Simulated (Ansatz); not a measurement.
C3H7O, doublet (typed; the unrestricted solution is spin-contaminated), geometry from GFN2-xTB; B3LYP/def2-SVP (Ansatz, an electronic-structure program).

Input for Ansatz:
Ansatz 0.2 input:
```yaml
crystal:
  periodic: [false, false, false]
  atoms:
    - {symbol: C, position_ang: [-1.15356123, -0.84973085, 0.00785013]}
    - {symbol: C, position_ang: [-0.05785675, 0.22017008, -0.20627690]}
    - {symbol: C, position_ang: [1.36217624, -0.39187989, -0.20907819]}
    - {symbol: O, position_ang: [-0.19452064, 1.31022188, 0.50949315]}
    - {symbol: H, position_ang: [-1.02558410, -1.27711883, 0.99968470]}
    - {symbol: H, position_ang: [-1.07643147, -1.63708847, -0.73613824]}
    - {symbol: H, position_ang: [-2.13807525, -0.39271548, -0.04245597]}
    - {symbol: H, position_ang: [-0.21126738, 0.56032600, -1.26745771]}
    - {symbol: H, position_ang: [1.55805862, -0.80690947, 0.77690101]}
    - {symbol: H, position_ang: [1.44317348, -1.17853365, -0.95340005]}
    - {symbol: H, position_ang: [2.10174160, 0.37890885, -0.40804911]}
basis:
  gaussian:
    orbitals: def2-SVP
    occupation: {up: {"A'": 12, "A''": 5}, down: {"A'": 10, "A''": 6}}
hamiltonian:
  xc: b3lyp
magnetization: {spin_polarized: true, initial_magnetization: 1}
```

It wrote (shortened):

```
Functional definition: B3LYP
the irreps are read with x along [0.083, 0.015, 0.996], y along [0.179, -0.984, 0.000] and z along [0.980, 0.178, -0.085] of the geometry given
1023 factors; their error is unknown
mean field evaluation 1: about -5250.9592 eV, gradient 3.9e1 eV
mean field evaluation 2: about -5258.4720 eV, gradient 4.3e0 eV
mean field evaluation 4: about -5258.7698 eV, gradient 6.7e-2 eV
mean field evaluation 8: about -5258.7538 eV, gradient 2.4e-6 eV
mean field -5258.75383254 eV, -193.2556388343 hartree, gradient 2.5e-6 eV, S^2 1.755358; 0 other end points of the search recorded, 0 dependent functions left out
reference -5258.75409087 eV, -193.2556483280 hartree; 17, 16 occupied and 74, 75 virtual orbitals, 1023 factors
Total energy: -5258.75409087 eV, -193.2556483280 hartree
```
